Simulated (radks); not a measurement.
Correlation energies from several functionals, in hartree. Species: Be+ [He] 2s1; Ge4+ [Ar] 3d10. Calculated with a radial shooting solver on a logarithmic mesh with Libxc functionals: non-relativistic Kohn-Sham, exchange-only PBE, spin-polarised, spherical densities, point nucleus. Every spin shell is full or empty, so the densities are truly spherical. Functionals are evaluated on that one density, not self-consistently.

functional        Be+     Ge4+
PW92         -0.17263  -2.6707
VWN5         -0.17346  -2.6835
PZ           -0.17184  -2.6669
Wigner       -0.10851  -1.5129
PBEsol      -0.068464  -1.6068
P86         -0.054503  -1.5950
PW91        -0.061709  -1.5314
OP (B88)    -0.068455  -1.3746
TPSS        -0.051879  -1.4102
revTPSS     -0.054786  -1.4285
SCAN        -0.050302  -1.4002
r2SCAN      -0.050369  -1.4087
